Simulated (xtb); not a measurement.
ScCl3, SMILES [Cl][Sc]([Cl])[Cl]. All values are semi-empirical tight-binding results from xtb (GFN2-xTB unless named), good for trends rather than for accurate numbers. Geometry: GFN2-xTB. The isomer is the one that the SMILES or the coordinates give; other isomers of the formula were not compared.

For metal compounds this method's bond lengths and energies can be far off.

The point group as xtb finds it is C3v and the orbital gap is 1.85 eV. The zero-point energy is 1.7 kcal/mol and the G − E(el) at 298.15 K (modified RRHO) comes out as -18.6 kcal/mol.
